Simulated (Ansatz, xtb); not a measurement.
## Relative energy of two conformers of BClH3NO2

Structure a is `NOB(O)Cl`, a singlet and structure b is `NOB(O)Cl`, a singlet. Both are isolated molecules in the gas phase, relaxed with r2SCAN-D4/def2-SVP.

a (Å):

```
atom    x (Å)   y (Å)    z (Å)
   B  -0.3928  1.8499  -0.6439
  Cl   0.8626  2.3466  -1.7953
   N  -1.8587  1.2034  -2.4520
   O  -1.5305  1.2298  -1.0537
   O  -0.1795  2.0495   0.6758
   H  -2.5359  0.4373  -2.4876
   H  -1.0182  0.8369  -2.9162
   H  -0.9376  1.7606   1.2024
```

b (Å):

```xyz
8

B     0.8477    0.7375   -2.0012
Cl    0.9448   -0.9982   -2.3839
N     1.9274    2.7513   -1.4104
O     1.9870    1.3175   -1.5597
O    -0.3123    1.4282   -2.0981
H     1.2289    2.9104   -0.6743
H     2.8255    2.9405   -0.9592
H    -1.0449    0.8869   -2.4156
```

**Question.** Estimate which is lower in electronic energy at CCSD(T)/def2-SVP + ΔMP2/def2-TZVPP, and by roughly how much.

**Answer.** Too close to call at this level: CCSD(T)/def2-SVP + ΔMP2/def2-TZVPP gives E(b) − E(a) = −0.041 eV.

Level by level:

```json
{"level": "r2SCAN-D4/def2-SVP", "geometry": "r2SCAN-D4/def2-SVP", "E(b) − E(a) (eV)": "−0.020", "departure from the last row (eV)": "+0.021", "job, with rough time for the two": "optimisation, 84 s"}
{"level": "HF/def2-SVP", "geometry": "r2SCAN-D4/def2-SVP", "E(b) − E(a) (eV)": "−0.030", "departure from the last row (eV)": "+0.011", "job, with rough time for the two": "part of the CCSD(T) run"}
{"level": "MP2/def2-SVP", "geometry": "r2SCAN-D4/def2-SVP", "E(b) − E(a) (eV)": "−0.019", "departure from the last row (eV)": "+0.022", "job, with rough time for the two": "part of the CCSD(T) run"}
{"level": "CCSD(T)/def2-SVP", "geometry": "r2SCAN-D4/def2-SVP", "E(b) − E(a) (eV)": "−0.022", "departure from the last row (eV)": "+0.019", "job, with rough time for the two": "single point"}
{"level": "CCSD(T)/def2-SVP + ΔMP2/def2-TZVPP", "geometry": "r2SCAN-D4/def2-SVP", "E(b) − E(a) (eV)": "−0.041", "departure from the last row (eV)": "", "job, with rough time for the two": "single point, 23 s"}
```

The largest departure from CCSD(T)/def2-SVP + ΔMP2/def2-TZVPP is that of MP2/def2-SVP, 0.022 eV. Levels run at GFN2-xTB geometries aren't shown. The last row adds to CCSD(T) the change of the MP2 difference between the two basis sets, here −0.019 eV.

With harmonic frequencies from r2SCAN-D4/def2-SVP (ideal gas, rigid rotor, one conformer each, 298.15 K, 1 atm): on the last row, ΔE + ΔZPE = −0.040, ΔH = −0.039, ΔG = −0.041 eV.

The correlated steps freeze 9 core orbitals. Run with Ansatz 0.2.0; the last row on 1 thread of Intel(R) Xeon(R) 6975P-C (Granite Rapids) on a shared host.
